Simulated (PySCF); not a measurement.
[Cu(NH3)4]2+: job file, command and log (PySCF 2.14; CASSCF of the metal shell, NEVPT2 and spin-orbit coupling).

```
{"job": {"kind": "lf", "basis": {"metal": "x2c-TZVPall", "ligand": "x2c-SVPall"}, "nevpt": true}, "charge": 2, "metal": "Cu", "open_shell": "d9"}
Cu     0.000000     0.000000     0.000000
N      1.177794     1.177794     1.177795
H      1.018440     1.018440     2.172587
H      2.172587     1.018440     1.018441
H      1.018440     2.172587     1.018441
N     -1.177794    -1.177794     1.177795
H     -1.018440    -1.018440     2.172587
H     -2.172587    -1.018440     1.018441
H     -1.018440    -2.172587     1.018441
N     -1.177794     1.177794    -1.177795
H     -1.018440     1.018440    -2.172587
H     -2.172587     1.018440    -1.018441
H     -1.018440     2.172587    -1.018441
N      1.177794    -1.177794    -1.177795
H      1.018440    -1.018440    -2.172587
H      2.172587    -1.018440    -1.018441
H      1.018440    -2.172587    -1.018441
```

```bash
OMP_NUM_THREADS=1 python lf_run.py task.json out
```

```
basis functions 164, electrons 67, active (9e, 5o)
stage 1: DIIS on the effective Fock matrix, level shift 0.30
cycle   1  E = -1876.9911016632  dE = -1.877e+03  max|g| = 1.021e+00
cycle   2  E = -1877.2901124271  dE = -2.990e-01  max|g| = 8.748e-01
cycle   3  E = -1877.1825665051  dE =  1.075e-01  max|g| = 7.732e-01
cycle   4  E = -1877.4487088380  dE = -2.661e-01  max|g| = 8.127e-02
cycle   5  E = -1877.4346146984  dE =  1.409e-02  max|g| = 7.379e-02
cycle   6  E = -1877.4228847797  dE =  1.173e-02  max|g| = 7.982e-02
cycle   7  E = -1877.4310667471  dE = -8.182e-03  max|g| = 7.191e-02
cycle   8  E = -1877.4557187725  dE = -2.465e-02  max|g| = 4.769e-02
cycle   9  E = -1877.4692406130  dE = -1.352e-02  max|g| = 3.395e-02
cycle  10  E = -1877.4399966678  dE =  2.924e-02  max|g| = 7.407e-02
cycle  11  E = -1877.3486365527  dE =  9.136e-02  max|g| = 2.209e-01
cycle  12  E = -1877.2537439833  dE =  9.489e-02  max|g| = 3.356e-01
cycle  13  E = -1877.1795553657  dE =  7.419e-02  max|g| = 4.022e-01
cycle  14  E = -1877.2318766274  dE = -5.232e-02  max|g| = 2.751e-01
cycle  15  E = -1877.3497754477  dE = -1.179e-01  max|g| = 1.281e-01
stage 2: quasi-Newton rotations from the point of smallest gradient
cycle  17  E = -1877.4785889384  dE = -9.348e-03  max|g| = 2.469e-02
cycle  18  E = -1877.4790632646  dE = -4.743e-04  max|g| = 1.842e-02
cycle  19  E = -1877.4791609221  dE = -9.766e-05  max|g| = 5.024e-03
cycle  20  E = -1877.4791755257  dE = -1.460e-05  max|g| = 2.601e-04
cycle  21  E = -1877.4791757024  dE = -1.767e-07  max|g| = 9.595e-05
cycle  22  E = -1877.4791757091  dE = -6.788e-09  max|g| = 1.725e-05
cycle  23  E = -1877.4791757101  dE = -9.381e-10  max|g| = 5.930e-06
converged average energy = -1877.4791757101

 mult deg   label        CASSCF/cm-1   NEVPT2/cm-1
   2   3   2T2                 0.0           0.0
   2   2   2E               3475.0        5274.4

spin-orbit levels / cm-1
      0.00  x2  2T2 1.00
    987.66  x4  2T2 0.96 2E 0.04
   6248.78  x4  2E 0.96 2T2 0.04
```

The job took 9.9 s on one thread of Arm Neoverse V1 (shared host), with 164 basis functions, launched as `OMP_NUM_THREADS=1 python lf_run.py task.json out`.

The ground state is orbitally degenerate in this regular structure, which would distort (Jahn–Teller), so its moment is that of the undistorted model. NEVPT2 lifts 2E from 3475 to 5274 cm⁻¹; on the d shell alone such lifts tend to overshoot.
